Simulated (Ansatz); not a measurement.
Relaxation of AlF₂H₇N₂ (12 atoms, charge 0, multiplicity 1), to a largest force component of 0.03 eV/Å in at most 50 steps.

The calculation used Ansatz, UKS CAM-B3LYP-D4/6-31G.

```xyz
12
Properties=species:S:1:pos:R:3:forces:R:3
Al -0.840 -0.176 -0.168 -0.27 -0.18 1.39
H 0.854 -0.046 -2.423 -0.98 -1.70 -0.80
F -0.595 -1.444 -1.285 0.03 -0.04 -0.05
F -1.752 1.157 -0.723 0.06 -0.03 -0.03
H 0.970 0.367 1.158 0.11 0.08 0.08
N -1.071 -0.638 1.637 0.02 0.24 -1.16
H 1.184 0.515 -2.181 1.05 1.73 0.25
N 1.013 0.526 0.146 -0.01 -0.08 0.30
H -0.967 -1.591 1.962 -0.02 0.01 0.01
H -1.694 -0.116 2.243 0.06 -0.05 -0.04
H 1.721 -0.061 -0.290 -0.01 0.05 0.06
H 1.175 1.507 -0.076 -0.04 -0.05 -0.03
```

Task: Where does it end, and by what steps?

Result: It converged. The force dipped under the threshold on the way, but the program's further checks kept it going. Limits of this set-up: no polarisation functions. After 19 steps the energy has fallen by 0.345 eV; H7 moved furthest, 1.18 Å.

```
step  energy less start (eV)  largest force component (eV/Å)  accepted
   0                  0.0000                           1.732       yes
   1                 -0.1794                           0.835       yes
   2                 -0.2242                           0.921       yes
   3                 -0.2725                           0.369       yes
   4                 -0.2812                           0.485       yes
   5                 -0.3021                           0.514       yes
   6                 -0.2934                           0.531        no
   7                 -0.3245                           0.192       yes
   8                 -0.3290                           0.104       yes
   9                 -0.3314                           0.058       yes
  10                 -0.3328                           0.132       yes
  11                 -0.3342                           0.110       yes
  12                 -0.3366                           0.231       yes
  13                 -0.3389                           0.147       yes
  14                 -0.3405                           0.143       yes
  15                 -0.3424                           0.113       yes
  16                 -0.3436                           0.087       yes
  17                 -0.3446                           0.034       yes
  18                 -0.3449                           0.015       yes
  19                 -0.3450                           0.007       yes
```

```xyz
12
Properties=species:S:1:pos:R:3
Al -0.933 0.019 0.100
H 1.092 -0.563 -2.477
F -0.720 -0.904 -1.334
F -1.721 1.525 -0.117
H 1.383 0.440 1.035
N -1.231 -0.884 1.616
H 1.771 -0.355 -2.717
N 0.928 0.788 0.193
H -1.155 -1.887 1.693
H -1.694 -0.490 2.423
H 1.445 0.509 -0.641
H 0.834 1.802 0.227
```

The run took 110 s on 2 threads of Arm Neoverse N1, with other jobs on the host, peak memory 0.24 GiB.
